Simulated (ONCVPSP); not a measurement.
## Before and after: ONCV potential for Ru (Z = 44)

```
Element                 : Ru
Generator               : ONCVPSP 4.0.1
Type                    : optimised norm-conserving Vanderbilt (ONCV)
Functional              : PBE
Relativity              : scalar-relativistic
Frozen core             : [Ar] 3d10
Valence charge          : 16
Reference configuration : 4s2 4p6 4d7 5s1
Partial waves           : 4s+5s: rc 1.60 bohr, ncon 4, nbas 8, qcut 7.5 1/bohr, 2 projectors; 4p: rc 1.10 bohr, ncon 4, nbas 7, qcut 6.4 1/bohr, 2 projectors, debl 4 Ha; 4d: rc 1.50 bohr, ncon 3, nbas 7, qcut 6.9 1/bohr, 2 projectors, debl 1.4 Ha
Local potential         : polynomial inside 0.85 bohr (lpopt 5, dvloc0 1 Ha)
Core correction         : Teter function, fcfact 4.25, rcfact 1.35
```

All-electron outer shells of the reference configuration (PBE, scalar-relativistic, ld1.x):

```csv
shell,level (eV),outermost node (bohr),outermost maximum (bohr)
3d,-273.12,–,0.30
4s,-76.37,0.48,0.92
4p,-46.42,0.49,0.98
4d,-5.20,0.48,1.21
5s,-4.24,1.24,2.73
```

Change: local potential polynomial inside 0.85 bohr (lpopt 4, dvloc0 -1 Ha).

Cutoffs: the cutoffs (Ha) at which the residual kinetic energy of the hardest occupied pseudo-wave falls to 1 and 0.1 mHa per electron; they do not see the model core or the augmentation charge, which bear on the density cutoff. Errors are all-electron minus pseudo energies relative to the spin-unpolarised reference configuration.

Problem. Predict the effect on cutoff, ghosts and configuration errors.

Solution. The potential gets neither clearly harder nor softer (102 Ha and 122 Ha → 102 Ha and 122 Ha); the errors of the 4 common tests hardly move; the range in which the s phases agree widens (upper end 2.2 → at the end of the scan); neither file shows a bound ghost.

| quantity | base | changed |
| --- | --- | --- |
| cutoff, loose | 102 Ha | 102 Ha |
| cutoff, tight | 122 Ha | 122 Ha |
| bound ghosts | none | none |
| GHOST(+) flags under 300 eV | s at 75.9 eV | s at 154.1 eV |
| error for 4s2 4p6 4d7 5s0, meV [ΔE 7.29 eV] | -1.9 | -1.9 |
| error for 4s2 4p6 4d6 5s0, meV [ΔE 25.48 eV] | -4.1 | -4.0 |
| error for 4s2 4p6 4d5 5s0, meV [ΔE 56.10 eV] | -4.2 | -4.1 |
| error for 4s2 4p6 4d7.5 5s0.5, meV [ΔE -0.32 eV] | -0.6 | -0.6 |
| s: phases at 1.62 bohr within 0.05 rad from the reference energy up to (Ha; the scan ends near 5) | 2.2 | to the end of the scan |
| p: phases at 1.12 bohr within 0.05 rad from the reference energy up to (Ha; the scan ends near 5) | to the end of the scan | to the end of the scan |
| d: phases at 1.52 bohr within 0.05 rad from the reference energy up to (Ha; the scan ends near 5) | to the end of the scan | to the end of the scan |
| rms error of d²Exc/dni dnj with the model core, mHa | 1.20 | 1.20 |
